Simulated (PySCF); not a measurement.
## RuSBr, quartet: molecular constants

These are results of UPBE in PySCF with Ru def2-SVP with ECP28, S def2-SVP, Br def2-SVP; scalar-relativistic core potentials, no spin–orbit coupling; density-fitted integrals, not measurements.

The structure is a minimum.

```
Point group                                                                   : Cs
Bond lengths                                                                  : Ru–Br 2.365 Å, Ru–S 2.082 Å
Bond angles                                                                   : Br–Ru–S 117.7°
Rotational symmetry number                                                    : 1
Principal polarisabilities                                                    : 62.1, 106.6, 124.6 bohr³
Rotational constants                                                          : 0.2869, 0.04311, 0.03748 cm⁻¹
Lowest empty level (β)                                                        : -4.79 eV
Principal quadrupole moments (Buckingham, traceless) about the centre of mass : -1.95, -0.81, 2.76 D Å
Entropy at 298.15 K and 1 bar (electronic part: spin only)                    : 327.6 J/(mol K)
Dipole moment                                                                 : 1.72 D
Zero-point energy                                                             : 5.3 kJ/mol
Atomisation energy without zero-point energy                                  : 770 kJ/mol
Enthalpy at 298.15 K above 0 K                                                : 13.64 kJ/mol
Spin squared ⟨S²⟩                                                             : 3.760
Highest occupied level (β)                                                    : -5.40 eV
Heat capacity Cp at 298.15 K                                                  : 53.7 J/(mol K)
```

Harmonic modes (masses in u: Ru 101.904, S 31.972, Br 78.918):
| symmetry | ω (cm⁻¹) | IR (km/mol) | μ (u) |
| --- | --- | --- | --- |
| a' | 86 | 1.2 | 45.29 |
| a' | 279 | 15.9 | 84.12 |
| a' | 521 | 23.0 | 38.43 |

Charges (e):
```
atom  Mulliken  Löwdin  polar tensor  spin (Mulliken)  Mayer order to Ru1
 Ru1      0.15   -0.53          0.74             2.30                   –
  S2     -0.03    0.35         -0.35             0.63                2.25
 Br3     -0.12    0.18         -0.39             0.07                1.23
```

Mulliken populations on Ru1 (electrons outside its core potential): s 2.52, p 6.43, d 6.90, f 0.01.

Formally Ru is in oxidation state +3, d5, with 3 unpaired electrons (the high-spin count would be 5). The Mulliken spin on Ru is 2.30. The polar-tensor charge on Ru, 0.74, is far below the formal one.

Only a few start shapes were tried, so a lower isomer may exist. Other spin states or occupations of the open shell can lie lower.

The final relaxation and frequency run took about 80 core-seconds on a shared host.
